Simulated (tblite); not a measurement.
Run record: tight-binding relaxation, `C[SiH](Br)Br`.

Computed with GFN2-xTB geometry optimisation, gas phase (tblite 0.8.0). Start geometry: from a force field or distance geometry. The command runs a driver script over a list of jobs; the input below is this job's line of settings and its coordinates in Å.

Command:
```bash
OMP_NUM_THREADS=1 python probes_run.py task.json out
```

Input:
```
{"job": {"kind": "relax", "xc": "GFN2-xTB", "basis": "xTB"}, "charge": 0, "multiplicity": 1}
C     -1.027300    -0.060100    -0.002800
Si     0.810200     0.010000     0.080300
Br     1.622400     1.990500    -0.593200
Br     1.793200    -1.694800    -1.024000
H     -1.400200     1.000000     0.003300
H     -1.517400    -0.519500     0.882100
H     -1.433100    -0.557600    -0.896700
H      1.161300    -0.159100     1.526500
```

Output:
```
step      E/eV     max force
  0    -385.20234    2.099
  1    -385.28995    0.617
  2    -385.30783    0.355
  3    -385.32188    0.446
  4    -385.33808    0.556
  5    -385.34882    0.400
  6    -385.35381    0.210
  7    -385.35800    0.219
  8    -385.36095    0.208
  9    -385.36311    0.148
... (37 lines left out)
 47    -385.39279    0.026
 48    -385.39289    0.035
 49    -385.39297    0.029
 50    -385.39305    0.033
 51    -385.39323    0.041
 52    -385.39337    0.040
 53    -385.39348    0.025
 54    -385.39353    0.012
 55    -385.39354    0.012
 56    -385.39355    0.008
```

«max force» is the largest atomic force in eV/Å.

**Question.** From which step on does the largest force stay under 0.1 eV/Å, and how much energy is left to gain from there?

**Answer.** From step 43 (0.089 eV/Å), 3.3 meV above the end.

Main results: energy lowered by 4.4 kcal/mol over 56 steps; largest atomic force 0.008 eV/Å at the end.

On one thread, Arm Neoverse V1 (aarch64), no GPU, shared host, this took 0.27 s.
Labels such as C1 count atoms from 1, the log's own numbers from 0.
